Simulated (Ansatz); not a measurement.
A structure relaxed at r2SCAN-D4/def2-SVP in Ansatz, charge 0, singlet:

```xyz
7

Pd    0.9873    0.9875    1.3919
Pd    1.6175   -0.0542   -1.1262
Pd   -1.3056   -0.4423    1.4096
Pd   -0.6753   -1.4842   -1.1083
S     0.7995   -1.2730    0.7268
S     0.3058    1.7677   -0.6548
S    -1.7291    0.4986   -0.6391
```

Question: Give its formula and point group.

Answer: the cluster Pd₄S₃. Point group C2v (tolerance 0.1 Å).

Question: Summarise the bond lengths by kind (pairs closer than 1.2 times the sum of covalent radii, bridged metal pairs left out).

Answer: 8 × Pd–S 2.29 to 2.36 Å; 1 × S–S 2.40 Å.

In the def2 sets Pd takes a core potential; there is no spin–orbit coupling. The restricted singlet is unstable towards broken spin symmetry in Hartree–Fock (as tested in another run); at r2SCAN-D4/def2-SVP this wasn't settled. The relaxation made no stability test and no search for a lower SCF solution. No other spin state of charge 0 was run. Another isomer (singlet) lies 1.13 eV lower at PBE0-D4/def2-TZVP; other spin states weren't run for this one.
